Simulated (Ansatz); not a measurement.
Reaction (formal exchange of groups at the Si–C bond): `FB1CC1[SiH3]` + `[SiH3][SnH3]` → `[SiH3][SiH2][SnH3]` + `FB1CC1`

Calculated with Ansatz (gas phase, PBE0-D4/def2-TZVP geometries, no zero-point term in ΔE). CCSD(T)/CBS adds triple-zeta CCSD(T) − MP2 to the extrapolated MP2 energy (def2 sets, frozen cores). Functionals use def2-TZVPP. def2 core potentials past Kr. For Sn outer-core shells are correlated without core-valence functions, which leaves a few kJ/mol of doubt a bond.

| level | ΔE (kJ/mol) |
| --- | --- |
| B2PLYP | 7.8 |
| MP2/def2-TZVPP | 13.1 |

Task: What does CCSD(T)/CBS give? (Best estimate.)

Result: Computed: +6.4 kJ/mol. The listed levels differ from it by 1.4, 6.7 kJ/mol.

Largest T1 diagnostic among the species: 0.014.
